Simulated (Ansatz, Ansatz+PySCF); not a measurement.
```xyz
4

N     0.0000    0.0000   -0.1963
H     0.0000    0.0000    1.3739
O    30.0000    0.0000   -1.3071
O    30.0000    0.0000    1.3071
```

Basis set: 6-31G (spherical functions). Left uncorrelated: 3 orbitals. Charge 0, multiplicity 5.

Computed with Ansatz (development build ahead of 0.2.0); each method stands on the lowest determinant of its kind that the runs found.

The atomization energy at this shape (free ground-state atoms in the same class of orbitals less the molecule, no zero-point energy) of quintet HNO₂:

| method | atomization energy |
| --- | --- |
| UHF | -22.72 kcal/mol |

Question: What does UHF-MP2 give?

Answer: -12.51 kcal/mol. Caution: the shape is not the minimum; the unrestricted determinant is a mixture of spin states. Caution for UHF-MP2: a plain start can end on a higher determinant; forces differ strongly between restricted and unrestricted references; large amplitudes, a single reference is doubtful.

This basis has no polarisation functions and is too small for such energies, which can lie far from measured ones in either direction.
